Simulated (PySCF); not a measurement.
Computed with B3LYP-D3(BJ)/def2-TZVP run with PySCF. All species are isolated molecules in the gas phase. One relaxed conformer stands for a flexible species; it need not be the lowest. B3LYP has the VWN-RPA correlation part, as in Gaussian. 

Reference species (SMILES): `[NH2][In]([SH])[SH]` (neutral, multiplicity 1).

```yaml
HOMO: -7.11 eV
S1 oscillator strength: 0.000
```

Changed species: `[NH2][In]([SH])[NH2]` (1 of 3 NH2 replaced by SH; the reference has 2 of 3 NH2 replaced by SH).

Problem. Give the shifts of the HOMO and S1 oscillator strength.

Solution. the HOMO increases by 0.24 eV, to -6.87 eV; the S1 oscillator strength is nearly the same.
